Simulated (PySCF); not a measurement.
W(O)(F)4 cation (F4OW), SMILES [F][W]([F])([F])(=[O])[F] (connectivity only; charge and spin as stated), charge +1, multiplicity 2.

Coordinates come from a PBE0-D3(BJ)/def2-SVP optimisation. The spin state was assumed, not searched. The isomer is the one that the SMILES or the coordinates give; other isomers of the formula were not compared. The def2 effective core potentials stand for the cores of W; spin–orbit coupling is left out.

Method: TDA-PBE/def2-SVPD run with PySCF.

Vertical excitations. 

Computed lowest excited states:
| state | energy (eV) | λ (nm) | f | main pairs |
|---|---|---|---|---|
| root 1 | 1.24 | 1000 | 0.000 | β HOMO→LUMO 99 % |
| root 2 | 2.25 | 551 | 0.000 | β HOMO−1→LUMO 98 % |
| root 3 | 3.22 | 385 | 0.000 | β HOMO−2→LUMO 100 % |
| root 4 | 3.48 | 357 | 0.000 | β HOMO−3→LUMO 97 % |
| root 5 | 3.57 | 347 | 0.000 | β HOMO−4→LUMO 99 % |
| root 6 | 3.81 | 325 | 0.001 | β HOMO−6→LUMO 96 % |
| root 7 | 3.89 | 319 | 0.000 | β HOMO−7→LUMO 99 % |
| root 8 | 3.94 | 315 | 0.017 | β HOMO−5→LUMO 84 % |
| root 9 | 4.23 | 293 | 0.003 | β HOMO→LUMO+1 93 % |
| root 10 | 4.44 | 279 | 0.000 | α HOMO→LUMO 8 %, β HOMO→LUMO+2 91 % |
Unrestricted roots are not spin-pure.
